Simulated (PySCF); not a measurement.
# MGe cations for M along the halogens

CCSD(T) with triple-zeta basis sets in PySCF, for the lowest determinant that a PBE0 search found; no spin–orbit coupling. De refers to high-spin ground-configuration atoms (the charge goes to the atom of lower measured ionisation energy or higher electron affinity, which is not always the lowest computed limit).

```csv
M,basis,"reference, frozen orbitals",charged atom,state (unpaired electrons),Re (Å),ωe (cm⁻¹),De (eV)
F,def2-TZVPPD,"RHF, 10",Ge+,singlet (closed shell),1.676,812,5.70
Cl,def2-TZVPPD,"RHF, 14",Ge+,singlet (closed shell),2.063,513,4.56
Br,def2-TZVPPD,"RHF, 18",Ge+,singlet (closed shell),2.205,375,4.22
I,def2-TZVPPD,"RHF, 13",Ge+,singlet (closed shell),2.399,307,3.87
```

The shortest bond is that of GeF⁺ (1.676 Å), the longest that of GeI⁺ (2.399 Å). GeF⁺ is bound most strongly (5.70 eV) and GeI⁺ least (3.87 eV).

Down a group the atoms grow and get heavier, so bonds lengthen and wavenumbers fall; this series shows no clear exception.

Correlated steps freeze the inner cores (10 to 18 orbitals); shallow outer-core shells are correlated. These are scalar-relativistic numbers at best; spin–orbit coupling would shift them, the dissociation energy most. For an ion De counts to the pair picked by the measured ionisation energies or electron affinities, which need not be the lowest pair at this level. Where the molecule has an RHF reference, its open-shell atoms are computed with UHF.
